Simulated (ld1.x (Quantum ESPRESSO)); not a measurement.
**Plane-wave convergence, TM potential for Tc**

- Element: technetium
- Generator: ld1.x (Quantum ESPRESSO) 7.5
- Type: norm-conserving Troullier–Martins (Kleinman–Bylander form)
- Functional: LDA (PZ)
- Relativity: scalar-relativistic
- Frozen core: [Kr]
- Valence charge: 7
- Reference configuration: 4d5 5s1.5 5p0 (charge +0.5)
- Partial waves: 5p (bound, empty): rc 2.75 bohr; 4d (bound): rc 2.00 bohr; 5s (bound): rc 2.85 bohr
- Local potential: the s channel
- Core correction: a·sin(br)/r model core inside 1.85 bohr

The pseudo-atom Hamiltonian at the reference potential is diagonalised in spherical Bessel functions j_l(qr) that vanish at 20 bohr, with q² up to the cutoff. All-electron valence levels (Ry): 5p -0.3079, 4d -0.7660, 5s -0.6175.

Task: How do the lowest levels (Ry) of each channel move with the cutoff, and are there ghosts?

Result:

| cutoff (Ry) | p #1 | p #2 | d #1 | d #2 | s #1 | s #2 | f #1 | f #2 | Σ f·Δε (mRy) |
| --- | --- | --- | --- | --- | --- | --- | --- | --- | --- |
| 8 | -0.3069 | -0.0439 | -0.1309 | -0.0015 | -0.6137 | -0.1016 | 0.0316 | 0.1354 | 3181.1 |
| 10 | -0.3071 | -0.0439 | -0.1623 | -0.0085 | -0.6148 | -0.1017 | 0.0316 | 0.1354 | 3022.7 |
| 15 | -0.3078 | -0.0440 | -0.3301 | -0.0271 | -0.6170 | -0.1021 | 0.0316 | 0.1354 | 2180.4 |
| 18 | -0.3078 | -0.0440 | -0.5126 | -0.0358 | -0.6173 | -0.1022 | 0.0316 | 0.1354 | 1267.3 |
| 21 | -0.3078 | -0.0440 | -0.6108 | -0.0387 | -0.6173 | -0.1022 | 0.0316 | 0.1354 | 776.2 |
| 30 | -0.3079 | -0.0440 | -0.7357 | -0.0417 | -0.6175 | -0.1022 | 0.0316 | 0.1354 | 151.9 |
| 35 | -0.3079 | -0.0440 | -0.7578 | -0.0421 | -0.6175 | -0.1022 | 0.0316 | 0.1354 | 41.4 |
| 40 | -0.3079 | -0.0440 | -0.7644 | -0.0423 | -0.6175 | -0.1022 | 0.0316 | 0.1354 | 8.0 |
| 45 | -0.3079 | -0.0440 | -0.7656 | -0.0423 | -0.6175 | -0.1022 | 0.0316 | 0.1354 | 2.2 |
| 55 | -0.3079 | -0.0440 | -0.7659 | -0.0423 | -0.6175 | -0.1022 | 0.0316 | 0.1354 | 0.5 |
| 60 | -0.3079 | -0.0440 | -0.7659 | -0.0423 | -0.6175 | -0.1022 | 0.0316 | 0.1354 | 0.5 |
| 400 | -0.3079 | -0.0440 | -0.7660 | -0.0423 | -0.6175 | -0.1022 | 0.0316 | 0.1354 | 0.0 |

Result: no extra level below or beside the all-electron valence levels (p, d, s, f tested); 10 mRy is reached at 40 Ry and 1 mRy at 50 Ry.
